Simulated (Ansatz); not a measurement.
`[SiH3]/C=C/C[SiH3]` + `S[SiH2]S` → `[SiH3]S[SiH2]S` + `C=CC[SiH3]`  (ligand exchange at the Si–C bond)

Calculated with Ansatz (gas phase, PBE0-D4/def2-TZVP geometries, no zero-point term in ΔE). CBS: MP2 limit from def2 TZ/QZ plus the TZ coupled-cluster correction, frozen cores. DFT in def2-TZVPP. B3LYP here is the variant with VWN-RPA as its local correlation; programs differ in this. One conformer a species, not always the lowest.

Question: Is it downhill or uphill in electronic energy at CCSD(T)/CBS, and by how much? (An estimate is asked.)

Answer: Ansatz gave: Downhill: ΔE = -0.63 eV.

Question: What do these levels give: r2SCAN-D4, B3LYP-D4, PBE, B3LYP, HF/def2-TZVPP, HF/def2-QZVPP? (Estimate.)

Answer: Ansatz gave: r2SCAN-D4 -0.62, B3LYP-D4 -0.60, PBE -0.59, B3LYP -0.54, HF/def2-TZVPP -0.55, HF/def2-QZVPP -0.55 eV.

Largest T1 diagnostic among the species: 0.012.

In def2-TZVPP, CCSD(T) changes the Hartree–Fock value by −0.04 eV (the triples alone add −0.01 eV) and MP2 by −0.08 eV. The D4 term adds −0.06 eV with B3LYP and −0.03 eV with PBE0; it sums over pairs of atoms, weighted by their polarisabilities, and B3LYP, whose exchange is more repulsive, gets the larger term.
